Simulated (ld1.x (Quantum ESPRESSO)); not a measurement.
**Building the TM potential for B (Z = 5) (PBE, non-relativistic).**

The input file (ld1.x (Quantum ESPRESSO) 7.5):

```
&input
   title='B', zed=5., rel=0, dft='PBE', iswitch=3,
   config='[He] 2s2 2p1',
   nld=2, rlderiv=3.80, eminld=-3.0, emaxld=5.0, deld=0.02
 /
 &inputp
   pseudotype=2, tm=.true., lloc=-1, rcloc=2.95,
   nlcc=.true., new_core_ps=.true.,
   file_pseudopw='B.UPF', file_wfcaegen='ae.wfc', file_wfcncgen='nc.wfc', file_beta='beta', file_chi='chi'
 /
2
2S  1  0   2.00   0.00  1.10  1.10  0.0
2P  2  1   1.00   0.00  3.50  3.50  0.0
 &test
   configts(1)='2s2 2p1'
 /
```

Command:

```bash
ld1.x < B.in > B.out
```

Output (shortened: banner, matrices, multipoles, cross overlaps and the repeated all-electron block are left out):

```
Program LD1 v.7.5
     --------------------------- All-electron run ----------------------------

     B

     atomic number is  5.00
     dft =PBE   lsd =0 sic =0 latt =0  beta=0.20 tr2=1.0E-14
     Exchange-correlation= PBE
                           (   1   4   3   4   0   0   0)
     mesh =1059 r(mesh) = 101.04461 a.u. xmin = -7.00 dx = 0.01250
     1 Ry =  13.60569312 eV

     n l     nl                  e(Ry)          e(Ha)          e(eV)
     1 0     1S 1( 2.00)       -13.2693        -6.6346      -180.5377
     2 0     2S 1( 2.00)        -0.6937        -0.3469        -9.4387
     2 1     2P 1( 1.00)        -0.2652        -0.1326        -3.6089

     final scf error:  8.3E-15 reached in  36 iterations

     Etot =     -49.191483 Ry,     -24.595742 Ha,    -669.284224 eV

     Ekin =      48.993927 Ry,      24.496963 Ha,     666.596330 eV
     Encl =    -113.707858 Ry,     -56.853929 Ha,   -1547.074224 eV
     Eh   =      23.118008 Ry,      11.559004 Ha,     314.536527 eV
     Exc  =      -7.595560 Ry,      -3.797780 Ha,    -103.342857 eV

     normalization and overlap integrals

     s(1S/1S) =  1.000000  <r> =   0.3295  <r2> =    0.1475  r(max) =   0.2103
     s(2S/2S) =  1.000000  <r> =   1.9523  <r2> =    4.6007  r(max) =   1.5152
     s(2P/2P) =  1.000000  <r> =   2.3013  <r2> =    6.8884  r(max) =   1.5731

     ------------------------ End of All-electron run ------------------------

     --------------------- Generating NC pseudopotential ---------------------

      Generating local potential from pseudized AE potential:
      Matching radius rcloc =   2.9500

      Local pseudo, rcloc= 2.976 Estimated cut-off energy=     2.77 Ry

      Computing core charge for nlcc:

       r > 0.69 : true rho core
      Core charge pseudized with two Bessel functions
      Integrated core pseudo-charge :   1.00

      Wfc   2S  rcut= 1.095  Using Troullier-Martins method

      Wfc   2P  rcut= 3.458  Using Troullier-Martins method

     ------------------- End of pseudopotential generation -------------------

     Computing logarithmic derivative in   3.79746
     Computing logarithmic derivative in   3.79746
     Computing the partial wave expansion
     R is outside the sphere for l=    0 j= 0.00
     R is outside the sphere for l=    1 j= 0.00

     ---------------------- Testing the pseudopotential ----------------------

     B

     atomic number is  5.00   valence charge is  3.00
     dft =PBE   lsd =0 sic =0 latt =0  beta=0.20 tr2=1.0E-14
     mesh =1059 r(mesh) = 101.04461 xmin = -7.00 dx = 0.01250

     n l     nl             e AE (Ry)        e PS (Ry)    De AE-PS (Ry)
     1 0     2S   1( 2.00)       -0.69373       -0.69373       -0.00000
     2 1     2P   1( 1.00)       -0.26525       -0.26525       -0.00000

     eps = 1.3E-15  iter =  4

     Etot =     -49.191483 Ry,     -24.595742 Ha,    -669.284224 eV
     Etotps =    -6.851656 Ry,      -3.425828 Ha,     -93.221523 eV

     Ekin =       2.299031 Ry,       1.149515 Ha,      31.279906 eV
     Encl =      -9.029890 Ry,      -4.514945 Ha,    -122.857909 eV
     Ehrt =       3.944064 Ry,       1.972032 Ha,      53.661721 eV
     Ecxc =      -3.362687 Ry,      -1.681343 Ha,     -45.751681 eV
     (Ecc =      -1.682068 Ry,      -0.841034 Ha,     -22.885708 eV)
     Epseu=      -0.702174 Ry,      -0.351087 Ha,      -9.553560 eV

     ---------------------- End of pseudopotential test ----------------------
```

Generation and configuration tests took about 0.6 s on one core of a shared server CPU.
